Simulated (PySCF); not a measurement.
## How methods differ on the ionisation energy of Bi³⁺

Bi³⁺ [Xe] 4f14 5d10 6s2 → Bi⁴⁺ [Xe] 4f14 5d10 6s1 [6s1/2^1, M_J = 1/2], as a difference of total energies. Calculation: PySCF 2.14, in x2c-SVPall-2c; the two-component X2C-1e Hamiltonian. Correlated levels: [Kr] 4d10 4f14 frozen; the 22 highest virtual spinors dropped. "Screened" scales the spin-orbit matrix elements by Boettger's factors to mimic the two-electron term; Breit and QED terms are absent.

| method | ionisation energy (eV) | error (eV) |
| --- | --- | --- |
| GHF (spin-free) | 42.639 | -2.731 |
| GMP2 (spin-free) | 44.400 | -0.970 |
| GHF (screened spin-orbit) | 42.654 | -2.716 |
| GMP2 (screened spin-orbit) | 44.433 | -0.937 |

Reference: 45.37 ± 0.06 eV (measured; NIST Atomic Spectra Database, ionization energies).

Errors of the correlated levels include the incompleteness of this basis and the frozen core.

MP2 underrates the near-degeneracy of ns² with np² in the lower species.
